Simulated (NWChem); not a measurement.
Species: H$_{3}$O cation; SMILES [OH3+]

```xyz
4

O      0.0000     0.0000     0.0788
H      0.6693     0.6693    -0.2074
H      0.2450    -0.9143    -0.2074
H     -0.9143     0.2450    -0.2074
```
Atoms are numbered in this order, from 1.

All runs use the structure optimised with B3LYP/6-31G* (spherical d).

Problem. List the 4 lowest vertical singlet excitations from LDA (Slater exchange, VWN5)/def2-SVPD, TDA (NWChem).

Solution. 
```csv
state,energy (eV),oscillator strength,leading excitation (squared amplitude)
S1,11.08,0.043,HOMO → LUMO (0.99)
S2,13.32,0.015,HOMO → LUMO+1 (0.99)
S3,13.32,0.015,HOMO → LUMO+2 (0.99)
S4,15.93,0.000,HOMO → LUMO+3 (0.93)
```
